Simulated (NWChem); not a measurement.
Correlation energy of H₂BO₂

```xyz
5

O     -1.2159     0.0000    -0.0411
B      0.0000     0.0000     0.5379
O      1.2159     0.0000    -0.0411
H     -1.2184     0.0000    -1.0157
H      1.2184     0.0000    -1.0157
```
Charge 0, spin multiplicity 2.

All runs are NWChem calculations. All single points use one geometry, from UB3LYP/def2-SVP, a minimum by its harmonic frequencies. It is one conformer; others weren't searched.

Basis set: 6-311G**. Each correlation energy counts from its own Hartree-Fock reference.

| method | correlation energy (mHa) |
|---|---|
| CCSD on UHF | -479.7 |
| CCSD[T] on UHF | -495.2 |
| CCSD(T) on ROHF | -495.4 |
| CCSD[T] on ROHF | -496.4 |
| CCSD(T) on UHF | -494.3 |
| UMP2 | -468.8 |
| SCS-UMP2 | -453.1 |
| CCSD on ROHF | -480.7 |

The values span 43.3 mHa, from CCSD[T] on ROHF (lowest) to SCS-UMP2 (highest). 

The correlated methods keep 3 core orbitals frozen. The Pople sets run with spherical d functions. The structure started from a generated list of species. The unpaired electrons of the parent sit in orbitals of symmetry a1 (C2v labels of the run); other states weren't searched. The stability of the SCF solutions was not checked. Open-shell Hartree-Fock references start from PBE0 orbitals. Coupled-cluster values serve here as a point of comparison, not as the truth.
